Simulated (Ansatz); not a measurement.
`Cl[SiH2][S][SbH2]` and `CCS[SiH2]Cl` differ in one atom or group.

Ansatz, PBE0-D4/def2-TZVP geometries, multiplicity 1. Each molecule was computed in one conformer, which needn't be the lowest.

Elements past krypton have def2 core potentials.  Spin–orbit coupling is left out; it splits and shifts lone-pair levels of the heavy atoms by tenths of an eV.

```json
{"property": "size of the dipole moment (ωB97M-V/def2-TZVPP) / D", "`Cl[SiH2][S][SbH2]`": "1.71"}
{"property": "LUMO energy (ωB97M-V/def2-TZVPP) / eV", "`Cl[SiH2][S][SbH2]`": "0.16"}
{"property": "HOMO energy (ωB97M-V/def2-TZVPP) / eV", "`Cl[SiH2][S][SbH2]`": "-9.61"}
{"property": "HOMO–LUMO gap (B3LYP/def2-TZVPP) / eV", "`Cl[SiH2][S][SbH2]`": "5.50"}
{"property": "size of the dipole moment (B3LYP/def2-TZVPP) / D", "`Cl[SiH2][S][SbH2]`": "1.68"}
{"property": "HOMO energy (PBE0/def2-TZVPP) / eV", "`Cl[SiH2][S][SbH2]`": "-7.53"}
```

Problem. What does the change do to each property? (Estimate.)

Solution. Computed: 
| property | `CCS[SiH2]Cl` | shift |
| --- | --- | --- |
| size of the dipole moment (ωB97M-V/def2-TZVPP) / D | 1.68 | -0.03 |
| LUMO energy (ωB97M-V/def2-TZVPP) / eV | 1.70 | 1.54 |
| HOMO energy (ωB97M-V/def2-TZVPP) / eV | -9.47 | 0.14 |
| HOMO–LUMO gap (B3LYP/def2-TZVPP) / eV | 6.69 | 1.19 |
| size of the dipole moment (B3LYP/def2-TZVPP) / D | 1.70 | 0.02 |
| HOMO energy (PBE0/def2-TZVPP) / eV | -7.29 | 0.24 |

With PBE0 the HOMO rises by 0.24 eV and the LUMO rises by 1.45 eV, so the gap widens by about 1.21 eV. PBE moves the HOMO by 0.32 eV and ωB97M-V by 0.14 eV. Dipoles are sizes alone; their direction can turn.

Positive LUMOs are unbound, so they and the gaps depend on the basis.

B3LYP here is the variant with VWN-RPA as its local correlation; programs differ in this.
